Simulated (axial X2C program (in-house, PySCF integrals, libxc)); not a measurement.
**Which functional? An output for SnTe**

An SCF output computed with an axial X2C code built on PySCF integrals for SnTe at 2.531 Å, two-component, state Ω = 0, Te dyall-cv3z [11s12p8d4f1g], Sn dyall-cv3z [11s12p9d4f1g] (cores contracted in-house), without its first line:

```
basis functions 253  fitting functions 1280  grid points 5802
iter        total energy     max residual
   1     -12963.117992337     5.34e+00
   2     -12964.347300317     1.18e-02
   3     -12964.344604415     1.61e-02
   4     -12964.353506865     2.90e-03
   5     -12964.353339285     3.56e-03
   6     -12964.353730392     2.59e-04
   7     -12964.353731766     9.89e-05
   8     -12964.353731970     1.40e-05
   9     -12964.353731972     9.38e-06
  10     -12964.353731975     6.01e-07
  11     -12964.353731975     1.85e-07
converged
one-electron -18884.96291944  Coulomb 5728.10632322  exact exchange -84.63439028  xc functional -258.90257023  nuclear repulsion 543.60361454  atomic mean-field constant -7.56378978
```

Which level of theory produced it?
A. LDA
B. HF
C. PBE0

C. The exact-exchange term against the functional term shows a share of 0.25 of exact exchange.
